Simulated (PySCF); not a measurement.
AsBH6OSi: core ionisation energies

Compound: AsBH6OSi.
Numbering: `[SiH3:1][O:2][BH:3][AsH2:4]`

Method: delta-SCF UKS SCAN, pcX-2 on the ionised atom, pcseg-1 elsewhere, spin-free X2C in PySCF. Each binding energy is the total energy of the core-ionised species, with the hole localised on one atom, minus that of the ground state; both are solved self-consistently, so orbital relaxation is included.

**Question.** List the computed XPS lines with their assignment.

**Answer.** 
```
atom(s)             environment     level  binding energy (eV)  2p1/2 (eV)  count
    Si1    oxygen-bound silicon     Si 1s              1847.88           –      1
     O2      boron-bound oxygen      O 1s               538.56           –      1
     B3  three-coordinate boron      B 1s               196.73           –      1
    Si1    oxygen-bound silicon  Si 2p3/2               108.00      108.63      1
```

**Question.** Give the binding energy of O 1s of O2 (atom 2) in hartree and in kJ/mol.

**Answer.** 538.56 eV = 19.7917 Eh = 51963 kJ/mol.

Spin–orbit and ligand-field terms were added within each 2p shell after the spin-free SCF. 2p1/2 minus 2p3/2 (ligand field included): Si 0.63 eV. No level of arsenic is listed. One conformer (not necessarily the lowest) at the PBE0-D3(BJ)/def2-SVP geometry, without solvent, vibrations or thermal averaging.

Hardware: one thread of an Arm Neoverse V1, no GPU, shared host. Cost: 22 s wall.

The values belong to the conformer `[SiH3:1][O:2][BH:3][AsH2:4]`: Si1–O2–B3–As4 6°, H–As4–B3–O2 -42°, H–As4–B3–O2 -137°.
